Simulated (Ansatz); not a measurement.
Ansatz results at the PBE0-D4/def2-TZVP geometry: HOMO energy (PBE0/def2-TZVPP) -6.79 eV; ideal-gas entropy at 298 K and 1 bar (rigid rotor, harmonic PBE0-D4/def2-TZVP) 349 J/(mol·K); zero-point energy (PBE0-D4/def2-TZVP) 172.5 kJ/mol.

Each molecule was computed in one conformer, which needn't be the lowest.

Q: Which molecule gave them?
A. `[SiH3][S][GeH3]`
B. `CSS[SiH3]`
C. `C[SiH](S)S`
D. `C[SiH2][S][Ti]([Cl])([Cl])[Cl]`

A: B. The others give `C[SiH](S)S`: -7.28, 352, 171.3; `[SiH3][S][GeH3]`: -7.38, 353, 132.3; `C[SiH2][S][Ti]([Cl])([Cl])[Cl]`: -8.09, 470, 160.3.
